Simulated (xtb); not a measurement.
ethylmethylamine (C3H9N), SMILES CCNC. All values are semi-empirical tight-binding results from xtb (GFN2-xTB unless named), good for trends rather than for accurate numbers. Geometry: GFN2-xTB. Other conformers were not sampled.

Optimised geometry:

```xyz
13

C     -1.8729    -0.0860     0.2646
C     -0.4776    -0.5237    -0.1571
N      0.4826     0.5349     0.0937
C      1.8374     0.1661    -0.2550
H     -2.1361     0.8397    -0.2396
H     -2.6018    -0.8499     0.0070
H     -1.9123     0.0830     1.3390
H     -0.2098    -1.4630     0.3625
H     -0.4632    -0.7268    -1.2329
H      0.4421     0.7972     1.0750
H      2.5037     0.9930    -0.0161
H      1.8829    -0.0184    -1.3289
H      2.1949    -0.7381     0.2632
```
Charge 0, spin multiplicity 1.

**Question.** Estimate the properties. (The exact figures need the calculation; the answer reports its results.)

**Answer.** 
```yaml
orbital_gap: 10.94 eV
dipole_moment: 1.09 D
zero_point_energy: 74.3 kcal/mol
G − E(el) at 298.15 K (modified RRHO): 56.8 kcal/mol
static polarisability (D4 model): 49.6 bohr³
solvation energy, GFN2-xTB/ALPB(water): -1.4 kcal/mol
solvation energy, GFN2-xTB/ALPB(thf): -3.9 kcal/mol
```

**Question.** Give the IR lines (harmonic; lines under 4 % of the strongest left out, lines within 3 cm⁻¹ merged). (The exact figures need the calculation; the answer reports its results.)

**Answer.** ν (cm⁻¹): 814 (s), 845 (w), 1036 (w), 1070 (w), 1154 (m), 1179 (m), 1213 (w), 1262 (w), 1339 (w), 1406 (m), 1422 (w), 1497 (w), 2786 (vs), 2843 (vs), 2946 (m), 2999 (m), 3022 (m), 3026 (m), 3043 (m), 3051 (m), 3347 (m) (against the strongest line: vs over 80 %, s over 45 %, m over 15 %, w over 4 %, vw less)

Computed atomic charges and the Wiberg bond orders between heavy atoms:
charges (e) C1 -0.11, C2 0.02, N3 -0.26, C4 -0.02, H5 0.05, H6 0.04, H7 0.04, H8 0.00, H9 0.03, H10 0.13, H11 0.04, H12 0.04, H13 0.01. Bond orders C1–C2 1.02, C2–N3 1.01, N3–C4 1.03.
